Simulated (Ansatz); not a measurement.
A run for Ansatz (a first-principles code): R-CCSD(T)/def2-TZVPP on CH3BrTe (SMILES C[Te]Br), a point of a torsion scan. Elements past Kr take the def2 small-core potentials; no spin–orbit coupling. The run froze 24 orbitals, filled d shells among them.

Ansatz 0.2 input:
```yaml
crystal:
  periodic: [false, false, false]
  atoms:
    - {symbol: C, position_ang: [-0.72077684, -0.00787375, 0.04213639]}
    - {symbol: Te, position_ang: [1.05507484, 1.21767000, -0.13480295]}
    - {symbol: Br, position_ang: [1.69832399, 0.97860935, 2.24862284]}
    - {symbol: H, position_ang: [-0.81612946, -0.35569808, 1.06228356]}
    - {symbol: H, position_ang: [-1.59121519, 0.57781465, -0.22323368]}
    - {symbol: H, position_ang: [-0.64076663, -0.85722651, -0.62368059]}
basis:
  gaussian:
    orbitals: def2-TZVPP
magnetization: {spin_polarized: false}
correlation: {method: ccsd_t, electrons: outside_noble_gas}
scf: {lower_state_search: off}
```

Question: What total energy does the run end on?

Answer: -2879.5995 hartree (reference determinant -2879.0666, T1 diagnostic 0.011).

Question: How many basis functions does it have, and what does it roughly cost on one machine?

Answer: 171 functions; very roughly 20 core-seconds.
